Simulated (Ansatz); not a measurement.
Geometry optimisation, UKS PBE0-D4/def2-SVP (Ansatz).

Input file:

```yaml
crystal:
  periodic: [false, false, false]
  atoms:
    - { symbol: C, position_ang: [-1.6043, 1.44645, 1.25129] }
    - { symbol: Si, position_ang: [-0.53717, 0.33173, 0.5185] }
    - { symbol: Al, position_ang: [1.12382, -0.71304, -0.82342] }
    - { symbol: F, position_ang: [0.88544, -2.19106, -1.54445] }
    - { symbol: F, position_ang: [2.58753, -0.05783, -1.26497] }
    - { symbol: H, position_ang: [-2.45531, 1.18376, 1.86306] }
magnetization:
  spin_polarized: true
basis:
  gaussian: { orbitals: def2-SVP }
hamiltonian:
  xc: pbe0
  dispersion: d4
relax:
  f_tol: 0.02
  max_steps: 50
```

Run as:

```bash
$ ansatz run input.yaml --threads 2 --pin off --max-ram 3072MiB --backend cpu --events-out ev --progress --plain --runs-dir out
```

Q: Where does it end, and by what steps?

A: It converged. After 26 steps the energy has fallen by 2.482 eV; H6 moved furthest, 1.91 Å. Joined: C1–Al3 (4.05 → 1.90 Å).

```json
{"step": "0", "energy less start (eV)": "0.0000", "largest force component (eV/Å)": "1.763", "accepted": "yes"}
{"step": "1", "energy less start (eV)": "-0.1505", "largest force component (eV/Å)": "1.527", "accepted": "yes"}
{"step": "2", "energy less start (eV)": "-0.1491", "largest force component (eV/Å)": "1.685", "accepted": "no"}
{"step": "3", "energy less start (eV)": "-0.2572", "largest force component (eV/Å)": "1.461", "accepted": "yes"}
{"step": "4", "energy less start (eV)": "-0.3443", "largest force component (eV/Å)": "1.416", "accepted": "yes"}
{"step": "5", "energy less start (eV)": "-0.4224", "largest force component (eV/Å)": "1.105", "accepted": "yes"}
{"step": "6", "energy less start (eV)": "-0.5238", "largest force component (eV/Å)": "1.051", "accepted": "yes"}
{"step": "7", "energy less start (eV)": "-0.5775", "largest force component (eV/Å)": "1.052", "accepted": "yes"}
{"step": "8", "energy less start (eV)": "-0.6466", "largest force component (eV/Å)": "0.432", "accepted": "yes"}
{"step": "9", "energy less start (eV)": "-0.6490", "largest force component (eV/Å)": "0.429", "accepted": "yes"}
{"step": "10", "energy less start (eV)": "-0.7191", "largest force component (eV/Å)": "0.486", "accepted": "yes"}
{"step": "11", "energy less start (eV)": "-0.7788", "largest force component (eV/Å)": "0.665", "accepted": "yes"}
{"step": "12", "energy less start (eV)": "-0.8854", "largest force component (eV/Å)": "0.743", "accepted": "yes"}
{"step": "13", "energy less start (eV)": "-1.0413", "largest force component (eV/Å)": "0.838", "accepted": "yes"}
{"step": "14", "energy less start (eV)": "-1.2771", "largest force component (eV/Å)": "0.867", "accepted": "yes"}
{"step": "15", "energy less start (eV)": "-1.5710", "largest force component (eV/Å)": "0.869", "accepted": "yes"}
{"step": "16", "energy less start (eV)": "-1.8809", "largest force component (eV/Å)": "0.847", "accepted": "yes"}
{"step": "17", "energy less start (eV)": "-2.2041", "largest force component (eV/Å)": "1.009", "accepted": "yes"}
{"step": "18", "energy less start (eV)": "-2.3446", "largest force component (eV/Å)": "0.848", "accepted": "yes"}
{"step": "19", "energy less start (eV)": "-2.4132", "largest force component (eV/Å)": "0.715", "accepted": "yes"}
{"step": "20", "energy less start (eV)": "-2.3623", "largest force component (eV/Å)": "0.848", "accepted": "no"}
{"step": "21", "energy less start (eV)": "-2.4500", "largest force component (eV/Å)": "0.387", "accepted": "yes"}
{"step": "22", "energy less start (eV)": "-2.4718", "largest force component (eV/Å)": "0.216", "accepted": "yes"}
{"step": "23", "energy less start (eV)": "-2.4774", "largest force component (eV/Å)": "0.182", "accepted": "yes"}
{"step": "24", "energy less start (eV)": "-2.4795", "largest force component (eV/Å)": "0.165", "accepted": "yes"}
{"step": "25", "energy less start (eV)": "-2.4814", "largest force component (eV/Å)": "0.029", "accepted": "yes"}
{"step": "26", "energy less start (eV)": "-2.4816", "largest force component (eV/Å)": "0.010", "accepted": "yes"}
```

```xyz
6
Properties=species:S:1:pos:R:3
C -0.771 0.402 0.647
Si -1.722 -0.994 0.851
Al 0.676 -0.089 -0.486
F 0.706 -1.673 -0.999
F 1.891 0.910 -0.999
H -0.780 1.446 0.985
```

Whether the end is a true minimum wasn't checked by a vibrational analysis.

Run time: 35 s on 2 threads of AMD EPYC 9R45 96-Core Processor (Zen 5) (shared host), peak memory 0.26 GiB.
